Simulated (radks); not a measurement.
Neutral rhodium inside a hard spherical wall (all orbitals vanish at R), configuration held at [Kr] 4d8 5s1 and not refilled when levels cross. Calculated with a radial shooting solver on a logarithmic mesh with Libxc functionals: scalar-relativistic Kohn-Sham, LDA (Slater exchange, VWN5 correlation), spin-polarised, spherical densities, finite nucleus; open shells are filled with parallel spins first (spin-orbit coupling, left out, can overturn this in heavy ions); Fermi nuclear charge, rms radius 4.4945 fm. Eigenvalues in eV for spin up, with the zero of energy where the potential of the charges vanishes at infinity; a dash marks a level that is unbound or too diffuse for the functional's potential to be trusted. A positive occupied level is held by the wall or, in an anion where self-interaction has pushed it up, behind a barrier. The pressure on the wall is -dE/dV.

| R (bohr) | E (hartree) | kinetic (hartree) | e(4s) | e(4p) | e(4d) | e(5s) | e(5p, empty) | e(6s, empty) | pressure (GPa) |
|---|---|---|---|---|---|---|---|---|---|
| free | -4779.46999 | 4948.295 | -83.016 | -51.027 | -6.676 | -4.987 | -1.190 | -0.007 | 0 |
| 15 | -4779.46999 | 4948.295 | -83.016 | -51.027 | -6.676 | -4.986 | -1.184 | 0.440 | < 0.0001 |
| 12 | -4779.46997 | 4948.295 | -83.013 | -51.025 | -6.674 | -4.984 | -1.154 | 0.998 | 0.000398 |
| 10 | -4779.46977 | 4948.298 | -82.996 | -51.008 | -6.657 | -4.968 | -1.059 | 1.962 | 0.00625 |
| 8 | -4779.46760 | 4948.315 | -82.878 | -50.890 | -6.548 | -4.846 | -0.676 | 4.443 | 0.103 |
| 6 | -4779.44410 | 4948.458 | -82.154 | -50.175 | -5.892 | -4.000 | 1.009 | 12.161 | 2.04 |
| 5 | -4779.38007 | 4948.782 | -80.866 | -48.917 | -4.740 | -2.315 | 3.709 | 22.304 | 10.8 |
| 4 | -4779.12475 | 4949.908 | -77.487 | -45.661 | -1.663 | 2.786 | 10.919 | 45.601 | 71.7 |
| 3 | -4777.85641 | 4954.900 | -67.984 | -36.581 | 7.836 | 21.606 | 34.863 | 110.61 | 714 |
| 2.5 | -4775.45433 | 4963.991 | -56.910 | -25.689 | 20.411 | 50.075 | 68.427 | 190.53 | 2950 |
